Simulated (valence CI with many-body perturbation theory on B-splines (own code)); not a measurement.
## Hf32+: E2, M1 decay

Method: configuration interaction combined with many-body perturbation theory (CI+MBPT): four valence electrons over a frozen Dirac-Fock core [Kr], radial functions for each j: 7 s, 7 p, 8 d, 6 f, 4 g, 1 h, with the one-electron correlation potential Σ1, the two-electron term Σ2, the three-electron term Σ3, Breit, model QED; selected CI, second order for the rest, scaled by the run's own slope (own B-spline code, finite nucleus).

The last digits are not significant, and no measured levels were compared; by estimate large intervals hold to a few tenths of a per cent, small ones and those within an open d or f shell to about a per cent. The list stops below the first excitations out of the core.

Lines 51 to 100 of 119 in falling wavelength, among levels below 959420 cm⁻¹, chosen from the decays that carry over 1 % of a level's rate. Wavelengths and rates use the calculated energies. Electric multipoles are in the length gauge, E1 and E2 with the static RPA response of the core. Weak lines are less certain than strong ones. Lines between different terms over intervals too small for the method are left out, as are lines whose strength nearly cancels. The highest levels of a list are the least certain. Branching is blank where the lifetime is uncertain.

Levels are named by their leading jj configuration (3d3/2^4 stands for four electrons in 3d with j = 3/2), which in mixed levels can hold well under half, so a name can repeat and another be missing. Letters in brackets count levels of one name in rising energy.

```tsv
λ vac (nm)	Upper	Lower	Type	A (s⁻¹)	Branch %
79.24	(4d3/2^2 4d5/2^2) J=3 [b]	(4d3/2^3 4d5/2) J=3	M1	3.17e+03	
79.21	(4d3/2 4d5/2^3) J=4 [a]	(4d3/2^2 4d5/2^2) J=3 [a]	M1	1.62e+04	25.5
79.16	(4d3/2 4d5/2^3) J=2 [a]	(4d3/2^2 4d5/2^2) J=2 [b]	M1	1.44e+04	21.4
79.08	(4d3/2 4d5/2^3) J=3 [a]	(4d3/2^2 4d5/2^2) J=3 [a]	M1	2.84e+04	37.0
78.95	(4d3/2^2 4d5/2^2) J=4 [b]	(4d3/2^3 4d5/2) J=3	M1	5.56e+03	88.0
78.36	(4d3/2^2 4d5/2^2) J=2 [d]	(4d3/2^2 4d5/2^2) J=2 [a]	M1	1.43e+02	2.9
77.99	(4d3/2^2 4d5/2^2) J=0 [b]	(4d3/2^2 4d5/2^2) J=1	M1	2.34e+04	
77.52	(4d3/2 4d5/2^3) J=5	(4d3/2^2 4d5/2^2) J=5	M1	1.05e+04	28.7
76.93	(4d3/2^2 4d5/2^2) J=2 [b]	(4d3/2^3 4d5/2) J=3	M1	1.11e+02	1.3
76.86	(4d3/2 4d5/2^3) J=2 [a]	(4d3/2^2 4d5/2^2) J=3 [b]	M1	1.88e+04	28.0
76.54	(4d3/2 4d5/2^3) J=4 [a]	(4d3/2^2 4d5/2^2) J=4 [a]	M1	4.38e+04	69.1
76.05	(4d3/2^2 4d5/2^2) J=2 [a]	(4d3/2^3 4d5/2) J=1	M1	4.02e+04	81.3
76.00	(4d3/2 4d5/2^3) J=4 [b]	(4d3/2^2 4d5/2^2) J=4 [c]	M1	1.45e+04	26.2
75.75	(4d3/2 4d5/2^3) J=3 [b]	(4d3/2^2 4d5/2^2) J=2 [b]	M1	8.48e+03	17.6
75.66	(4d5/2^4) J=4	(4d3/2 4d5/2^3) J=5	M1	1.35e+04	12.4
75.04	(4d3/2 4d5/2^3) J=6	(4d3/2^2 4d5/2^2) J=5	M1	1.78e+04	55.0
75.03	(4d3/2 4d5/2^3) J=3 [a]	(4d3/2^2 4d5/2^2) J=2 [a]	M1	4.15e+04	54.2
74.16	(4d3/2^3 4d5/2) J=2	(4d3/2^4) J=0	E2	1.26e+01	1.0
73.89	(4d3/2 4d5/2^3) J=3 [b]	(4d3/2^2 4d5/2^2) J=4 [b]	M1	6.19e+03	12.8
73.75	(4d3/2 4d5/2^3) J=3 [c]	(4d3/2^2 4d5/2^2) J=2 [c]	M1	1.15e+04	
73.74	(4d3/2 4d5/2^3) J=1 [b]	(4d3/2^2 4d5/2^2) J=2 [c]	M1	1.66e+04	27.2
73.63	(4d3/2 4d5/2^3) J=3 [b]	(4d3/2^2 4d5/2^2) J=3 [b]	M1	1.79e+04	37.1
72.69	(4d3/2^2 4d5/2^2) J=3 [b]	(4d3/2^3 4d5/2) J=4	M1	1.67e+04	
72.57	(4d3/2^2 4d5/2^2) J=3 [b]	(4d3/2^3 4d5/2) J=2	M1	8.65e+02	
72.44	(4d3/2^2 4d5/2^2) J=4 [b]	(4d3/2^3 4d5/2) J=4	M1	2.39e+02	3.8
70.63	(4d3/2^2 4d5/2^2) J=2 [b]	(4d3/2^3 4d5/2) J=2	M1	5.83e+03	66.4
69.37	(4d3/2 4d5/2^3) J=2 [a]	(4d3/2^2 4d5/2^2) J=1	M1	9.92e+03	14.8
67.74	(4d3/2 4d5/2^3) J=1 [a]	(4d3/2^2 4d5/2^2) J=2 [a]	M1	3.78e+04	37.6
67.56	(4d3/2 4d5/2^3) J=5	(4d3/2^2 4d5/2^2) J=4 [a]	M1	5.82e+03	15.9
66.97	(4d5/2^4) J=4	(4d3/2 4d5/2^3) J=3 [a]	M1	3.43e+04	31.8
66.88	(4d5/2^4) J=4	(4d3/2 4d5/2^3) J=4 [a]	M1	4.83e+04	44.7
66.47	(4d3/2 4d5/2^3) J=2 [b]	(4d3/2^2 4d5/2^2) J=2 [c]	M1	1.70e+04	36.9
64.84	(4d3/2 4d5/2^3) J=1 [a]	(4d3/2^2 4d5/2^2) J=0 [a]	M1	3.74e+04	37.2
60.16	(4d3/2^2 4d5/2^2) J=2 [c]	(4d3/2^3 4d5/2) J=3	M1	3.69e+04	75.4
59.72	(4d3/2 4d5/2^3) J=2 [a]	(4d3/2^2 4d5/2^2) J=3 [a]	M1	1.91e+04	28.4
58.19	(4d3/2 4d5/2^3) J=1 [b]	(4d3/2^2 4d5/2^2) J=2 [b]	M1	1.38e+03	2.3
57.76	(4d3/2 4d5/2^3) J=3 [b]	(4d3/2^2 4d5/2^2) J=3 [a]	M1	5.67e+03	11.8
57.09	(4d3/2 4d5/2^3) J=3 [c]	(4d3/2^2 4d5/2^2) J=4 [b]	M1	1.83e+03	
56.80	(4d3/2^2 4d5/2^2) J=4 [c]	(4d3/2^3 4d5/2) J=3	M1	1.15e+04	63.2
56.32	(4d3/2 4d5/2^3) J=3 [b]	(4d3/2^2 4d5/2^2) J=4 [a]	M1	6.76e+03	14.0
56.23	(4d3/2^2 4d5/2^2) J=2 [c]	(4d3/2^3 4d5/2) J=2	M1	1.05e+04	21.4
55.73	(4d3/2^2 4d5/2^2) J=2 [b]	(4d3/2^3 4d5/2) J=1	M1	2.08e+03	23.6
55.56	(4d3/2 4d5/2^3) J=3 [b]	(4d3/2^2 4d5/2^2) J=2 [a]	M1	1.18e+03	2.4
55.47	(4d3/2^2 4d5/2^2) J=0 [c]	(4d3/2^2 4d5/2^2) J=1	M1	2.26e+04	
55.11	(4d3/2 4d5/2^3) J=4 [b]	(4d3/2^2 4d5/2^2) J=3 [b]	M1	1.37e+04	24.8
53.57	(4d3/2 4d5/2^3) J=2 [b]	(4d3/2^2 4d5/2^2) J=2 [b]	M1	1.58e+03	3.4
52.72	(4d3/2 4d5/2^3) J=1 [b]	(4d3/2^2 4d5/2^2) J=1	M1	8.46e+03	13.9
52.50	(4d3/2 4d5/2^3) J=2 [b]	(4d3/2^2 4d5/2^2) J=3 [b]	M1	5.04e+03	11.0
48.98	(4d3/2 4d5/2^3) J=4 [b]	(4d3/2^2 4d5/2^2) J=5	M1	1.95e+04	35.2
48.90	(4d3/2 4d5/2^3) J=2 [b]	(4d3/2^2 4d5/2^2) J=1	M1	8.59e+03	18.7
```
